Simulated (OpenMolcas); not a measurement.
An OpenMolcas run meant for Mo⁺ (ANO-R0, X2C; inactive shells 1s 2s 2p 3s 3p 3d 4s 4p; intended active space 5 electrons in 6 orbitals (4d 5s)). One step of its input:

```
&RASSCF
FileOrb=start.orb
Symmetry=2
Spin=6
nActEl=5 0 0
Inactive=9 9
Ras2=6 0
CIRoot=6 6 1
SDav=6
CIMx=300
Iter=70 100
PrWF=0.3
OrbListing=Nothing
MaxOrb=0
Atom
CIOnly
>>> COPY $Project.JobIph JOB001
```

Lines from the output:

```
...
      Number of secondary orbitals               0
      Spin quantum number                      2.5
      State symmetry                             2
Orbital specifications:
      -----------------------

      Symmetry species                           1   2
                                                ag  au
      Frozen orbitals                            0   0
      Inactive orbitals                          9   9
      Active orbitals                            6   0
      RAS1 orbitals                              0   0
      RAS2 orbitals                              6   0
      RAS3 orbitals                              0   0
      Secondary orbitals                         0   0
      Deleted orbitals                           0   0
      Number of basis functions                 15   9
      Number of CSFs                             0
      Number of root(s) required                 6
 ************ ERROR ***********
  You can't ask for more roots
  than there are configurations
 ******************************
--- Stop Module: rasscf at  /rc=_RC_INPUT_ERROR_ ---
.####################.
.# User input error #.
.####################.
```

**Question.** What is wrong with the input?

**Answer.** The state symmetry names the wrong parity for these configurations.
